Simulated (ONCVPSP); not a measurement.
**What one change does to a pseudopotential (indium, ONCV)**

ONCVPSP 4.0.1 input, shortened (lines: element, Z, core and valence counts, functional; n l f; lmax; l rc ep ncon nbas qcut; lloc lpopt rc5 dvloc0; l nproj debl; icmod fcfact rcfact), PBE, scalar-relativistic:

```
  In 49.00    8    2        4      upf
    1    0    2.00
    2    0    2.00
    2    1    6.00
    3    0    2.00
    3    1    6.00
    3    2   10.00
    4    0    2.00
    4    1    6.00
    4    2   10.00
    5    0    2.00
    2
    0    2.25    0.00    5    8    2.50
    1    2.10    0.42    3    6    4.30
    2    1.65    0.00    3    8   11.10
    4    5    1.30    3.00
    0    2    1.00
    1    2    0.70
    2    2    2.40
    0    0.00    0.00
```

In the p channel the program set the typed energies aside and used 0.050, 0.750 Ha.

All-electron outer shells of the reference configuration (PBE, scalar-relativistic, ld1.x):

| shell | level (eV) | outermost node (bohr) | outermost maximum (bohr) |
| --- | --- | --- | --- |
| 4p | -85.60 | 0.42 | 0.82 |
| 4d | -26.07 | 0.40 | 0.94 |
| 5s | -14.92 | 1.02 | 2.11 |

Change: s: qcut 2.1; p: qcut 3.7; d: qcut 9.4.

Cutoffs: the cutoffs (Ha) at which the residual kinetic energy of the hardest occupied pseudo-wave falls to 1 and 0.1 mHa per electron; they do not see the model core or the augmentation charge, which bear on the density cutoff. Errors are all-electron minus pseudo energies relative to the spin-unpolarised reference configuration.

Question: Predict the effect on cutoff, ghosts and configuration errors.

Answer: The potential gets softer (36 Ha and 43 Ha → 32 Ha and 36 Ha); both files keep a bound ghost (s); the number of tests with a reliable result goes from 4 to 1.

| quantity | base | changed |
| --- | --- | --- |
| cutoff, loose | 36 Ha | 32 Ha |
| cutoff, tight | 43 Ha | 36 Ha |
| loose cutoff by channel | s 20 Ha, d 36 Ha | s 23 Ha, d 32 Ha |
| bound ghosts | s | s |
| GHOST(+) flags under 300 eV | p at 51.6 eV | p at 53.5 eV |
| tests with a reliable result | 4 of 4 | 1 of 4 |
| error for 4d10 5s2 5p1, meV [ΔE -5.36 eV] | +5.4 | +6.0 |
| s: phases at 2.28 bohr within 0.05 rad from the reference energy up to (Ha; the scan ends near 5) | 2.8 | 2.8 |
| p: phases at 2.14 bohr within 0.05 rad from the reference energy up to (Ha; the scan ends near 5) | 1.8 | 1.9 |
| d: phases at 1.67 bohr within 0.05 rad from the reference energy up to (Ha; the scan ends near 5) | to the end of the scan | to the end of the scan |

 A true bound ghost makes a file unfit for plane-wave use even where its test errors are small: the radial tests pick states by their node count and pass the ghost by.
